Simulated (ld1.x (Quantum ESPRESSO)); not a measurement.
An all-electron radial function and its pseudo partner (H (Z = 1))

Columns: radius, all-electron u(r) and pseudo u(r) of the 1s shell (level -6.49 eV) of hydrogen in the configuration 1s1; PBE, scalar-relativistic, TM scheme, ld1.x (Quantum ESPRESSO) 7.5.

| r (bohr) | all-electron | pseudo |
| --- | --- | --- |
| 0.057 | 0.1033 | 0.0842 |
| 0.115 | 0.1965 | 0.1683 |
| 0.172 | 0.2773 | 0.2478 |
| 0.230 | 0.3495 | 0.3241 |
| 0.288 | 0.4125 | 0.3942 |
| 0.345 | 0.4663 | 0.4562 |
| 0.402 | 0.5128 | 0.5104 |
| 0.460 | 0.5533 | 0.5573 |
| 0.518 | 0.5877 | 0.5959 |
| 0.575 | 0.6160 | 0.6262 |
| 0.632 | 0.6395 | 0.6497 |
| 0.690 | 0.6589 | 0.6678 |
| 0.747 | 0.6740 | 0.6808 |
| 0.805 | 0.6858 | 0.6903 |
| 0.862 | 0.6942 | 0.6968 |
| 0.920 | 0.6999 | 0.7010 |
| 0.977 | 0.7029 | 0.7033 |
| 1.035 | 0.7037 | 0.7037 |
| 1.092 | 0.7024 | 0.7024 |
| 1.150 | 0.6993 | 0.6993 |
| 1.208 | 0.6946 | 0.6946 |
| 1.265 | 0.6886 | 0.6886 |
| 1.322 | 0.6814 | 0.6814 |
| 1.380 | 0.6730 | 0.6730 |
| 1.438 | 0.6637 | 0.6637 |
| 1.495 | 0.6537 | 0.6537 |

Problem. How many radial nodes do the two functions have?

Solution. The all-electron 1s function has n − l − 1 = 0; the pseudo-wave has 0.

Problem. At about which radius was the pseudo-wave matched?

Solution. 1.15 bohr. The columns agree to 0.0005 from 0.98 bohr on; several derivatives are matched, so the curves merge somewhat inside the radius.

Problem. Where does each function peak?

Solution. Outermost all-electron maximum near 1.03 bohr, pseudo maximum near 1.03 bohr (to the table’s step).

Problem. Is the pseudo-wave norm-conserving?

Solution. Yes: the TM scheme keeps the norm inside the radius equal to the all-electron one, which fixes the energy derivative of the logarithmic derivative at the level.
